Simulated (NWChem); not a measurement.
Ionisation of CH₂NO

```
N
H 1 1.0095
H 1 1.0192 2 118.49
C 1 1.3346 2 120.25 3 180.00
O 4 1.1912 1 130.45 2 180.00
```
Charge 0, spin multiplicity 2.

All runs are NWChem calculations. All single points use one geometry, from UPBE0/def2-SVP, a minimum by its harmonic frequencies. It is one conformer; others weren't searched.

Basis set: def2-TZVPD. The species with one electron less has spin multiplicity 1 and keeps the geometry of the parent. Δ marks differences of total energies (open shells unrestricted). −ε marks an orbital energy of the parent. That orbital need not have the symmetry of the hole or added electron in the Δ rows. That singlet is a closed-shell solution.

B3LYP has NWChem's definition, with VWN1-RPA local correlation. The structure started from a generated list of species. The unpaired electrons of the parent sit in orbitals of symmetry a' (Cs labels of the run); other states weren't searched. The stability of the SCF solutions was not checked.

**Question.** For the first vertical ionisation energy, ΔCAM-B3LYP gives 9.16 eV and −ε(alpha HOMO) of CAM-B3LYP gives 7.67 eV. What do G0W0@PBE0, −ε(alpha HOMO) of B3LYP, ΔPBE give?

**Answer.** G0W0@PBE0: 8.42 eV; −ε(alpha HOMO) of B3LYP: 5.96 eV; ΔPBE: 8.79 eV.
